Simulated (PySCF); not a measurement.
Bonds (- single, = double, # triple, : aromatic): C1=C2, C2-C3, C2-C4, C4-C5, C5-Si6, Si6-C7, C7-C8, C8#C9, C9-C10, C7-C4. C1 carries H11, H12; C3 carries H13, H14, H15; C4 carries H16; C5 carries H17, H18; Si6 carries H19, H20; C7 carries H21; C10 carries H22, H23, H24. Stereochemistry as in C=C(C)[C@@H]1C[SiH2][C@H]1C#CC. H17, H19 are cis to C2 on the ring; H11 is cis to C3; H18, H20 are trans to C2 on the ring; H12 is trans to C3.

All values are calculated (PySCF 2.14.0 with density-fitted response routines): σ from GIAO-PBE0/pcSseg-1, structure optimised with GFN2-xTB. Non-relativistic Hamiltonian, rapidly exchanging positions averaged, in vacuum, one conformer.

References, each an isolated molecule treated in the same way: 13C (σ = 186.93 ppm) vs TMS.

Q: Do the 13C shifts follow the atomic charges (in e)? Tabulate both.

A: 
```json
{"atoms": "C2", "hybridisation": "sp2", "δ (ppm)": "170.2", "σ para (ppm)": "-245", "Hirshfeld": "+0.02", "IAO": "+0.04", "Mulliken": "-0.36", "ESP-fitted": "+0.32"}
{"atoms": "C1", "hybridisation": "sp2", "δ (ppm)": "114.4", "σ para (ppm)": "-182", "Hirshfeld": "-0.12", "IAO": "-0.35", "Mulliken": "-0.07", "ESP-fitted": "-0.64"}
{"atoms": "C8", "hybridisation": "sp", "δ (ppm)": "88.8", "σ para (ppm)": "-159", "Hirshfeld": "-0.07", "IAO": "-0.07", "Mulliken": "+0.15", "ESP-fitted": "-0.41"}
{"atoms": "C9", "hybridisation": "sp", "δ (ppm)": "85.6", "σ para (ppm)": "-169", "Hirshfeld": "-0.07", "IAO": "-0.08", "Mulliken": "-0.37", "ESP-fitted": "+0.17"}
{"atoms": "C4", "hybridisation": "sp3", "δ (ppm)": "50.5", "σ para (ppm)": "-114", "Hirshfeld": "-0.02", "IAO": "-0.10", "Mulliken": "-0.22", "ESP-fitted": "+0.01"}
{"atoms": "C7", "hybridisation": "sp3", "δ (ppm)": "30.2", "σ para (ppm)": "-101", "Hirshfeld": "-0.10", "IAO": "-0.38", "Mulliken": "-0.49", "ESP-fitted": "+0.01"}
{"atoms": "C3", "hybridisation": "sp3", "δ (ppm)": "29.7", "σ para (ppm)": "-89", "Hirshfeld": "-0.12", "IAO": "-0.42", "Mulliken": "-0.15", "ESP-fitted": "-0.53"}
{"atoms": "C5", "hybridisation": "sp3", "δ (ppm)": "16.7", "σ para (ppm)": "-83", "Hirshfeld": "-0.16", "IAO": "-0.54", "Mulliken": "-0.40", "ESP-fitted": "-0.45"}
{"atoms": "C10", "hybridisation": "sp3", "δ (ppm)": "5.4", "σ para (ppm)": "-72", "Hirshfeld": "-0.10", "IAO": "-0.43", "Mulliken": "-0.19", "ESP-fitted": "-0.54"}
```

Correlation coefficients of δ with charge over these carbons: Hirshfeld +0.64, IAO +0.75, Mulliken +0.15, ESP-fitted +0.45; with the paramagnetic shielding -0.99. Among the 5 sp3 carbons alone: Hirshfeld +0.72, IAO +0.83, Mulliken +0.04, ESP-fitted +0.75. With so few points, grouped by hybridisation, these coefficients are fragile. Charge is one influence among several: hybridisation and low-lying excitations act through the paramagnetic term.

Shifts are as computed. Against solution values, carbons near 30 ppm lie about +3 ppm off and those near 130 ppm about +5 ppm. Of 1211 compounds with measured shifts, 218 miss one by over three times the rms of a fit or turn the order of signals round; such compounds aren't used in these exercises.
